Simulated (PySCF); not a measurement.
Gas-phase reaction: InBr3 = InBr + Br2

Computed with PySCF (xtb for GFN2) and rigid-rotor harmonic-oscillator thermochemistry at 1 bar. † marks an energy on the PBE0/def2-TZVP geometry and frequencies; other levels use their own. CCSD(T) freezes the core. All species are closed-shell singlets. In: scalar-relativistic def2 core potential, no spin-orbit coupling. Br: all electrons, no relativistic terms. CCSD(T) isn't extrapolated to the basis-set limit; its ΔH°(298 K) is 278.2 kJ in def2-SVP and 265.0 kJ in def2-TZVPP. The harmonic model lacks anharmonicity and excited electronic states, which grow with temperature; levels with a mode under 35 cm⁻¹ are left out. Soft modes under 120 cm⁻¹ make the harmonic entropy rough for InBr3.

ΔH° and ΔS° at 298 K: CCSD(T)/def2-SVP† 278 kJ, 130 J/K; CCSD(T)/def2-TZVPP† 265 kJ, 130 J/K; GFN2-xTB 146 kJ, 122 J/K; PBE0/def2-SVP† 254 kJ, 130 J/K; r2SCAN/def2-TZVP† 266 kJ, 130 J/K.

With the heat capacities included, give log10 K (1 bar) at 500, 600, 1600, 1800, 2000 K from CCSD(T)/def2-SVP†, CCSD(T)/def2-TZVPP†, GFN2-xTB, PBE0/def2-SVP†, r2SCAN/def2-TZVP†.


```tsv
T (K)	CCSD(T)/def2-SVP†	CCSD(T)/def2-TZVPP†	GFN2-xTB	PBE0/def2-SVP†	r2SCAN/def2-TZVP†
500	-22.3	-20.9	-8.9	-19.8	-21.1
600	-17.5	-16.4	-6.4	-15.4	-16.5
1600	-2.7	-2.2	1.3	-1.9	-2.3
1800	-1.7	-1.3	1.7	-1.0	-1.3
2000	-0.9	-0.6	2.1	-0.3	-0.6
```
